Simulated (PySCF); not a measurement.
# Unknown compound

The spectra below were simulated for a compound C$_{3}$H$_{9}$NO$_{2}$Si.

$^{1}$H NMR (500 MHz, computed): δ 5.18 (s, 2H), 4.32 (br s, 1H), 3.82 (s, 3H), 1.95 (s, 3H).

$^{13}$C{$^{1}$H} NMR (computed): δ 177.8 (C), 52.6 (CH3), 24.4 (CH3).

Theory: geometry from GFN2-xTB, σ from GIAO-PBE0/pcSseg-1, in PySCF 2.14 (no relativistic terms, no solvent, rapidly exchanging positions averaged, one computed conformer).

Referencing at the same level of theory: $^{1}$H, $^{13}$C against TMS.

Problem. Choose the structure that fits.
A. CO[SiH2]NC(C)=O
B. CNC(=O)C[SiH2]O
C. C=N[SiH](OC)OC

Solution. A. 

- The formula gives 1 degree of unsaturation (no ring in the answer).
- 3 carbon signals for 3 carbons: no two carbons are equivalent.
- Carbon types of the structure: 1 × C, 2 × CH3, leaving 3 H on heteroatoms.
- δC 177.8: amide carbonyl carbon; it is a carbonyl in resonance with an O or N lone pair, the region of acids, esters and amides.
- δC 52.6: methyl carbon bonded to O; deshielded by the electronegative neighbour.
- δC 24.4: methyl carbon α to a carbonyl; the adjacent C=O deshields it moderately.
- δH 4.32: hydrogen on an amide-type nitrogen; exchangeable, gas-phase position.
- δH 3.82: hydrogen on a methyl carbon bonded to O; its carbon carries O, an electronegative neighbour.

The others: CNC(=O)C[SiH2]O has carbons computed at 175.2, 26.8, 26.1, with a different DEPT pattern; C=N[SiH](OC)OC would give 2 carbon signals, not 3.

The OH or NH signal is concentration- and solvent-dependent in practice; the value given is the gas-phase one. Shifts are as computed. Against solution values, carbons near 30 ppm lie about +3 ppm off and those near 130 ppm about +5 ppm. Of 1309 compounds with measured shifts, 239 miss one by over three times the rms of a fit or turn the order of signals round; such compounds aren't used in these exercises. Hydrogen bonding in solution deshields acid and N–H amide carbonyl carbons by as much as 10 ppm beyond these values. No couplings were computed; multiplicities are counted from neighbouring protons, with m where these are inequivalent, close in shift, in a saturated or five-membered ring or joined by F or P, and br s for small geminal =CH2 splittings.
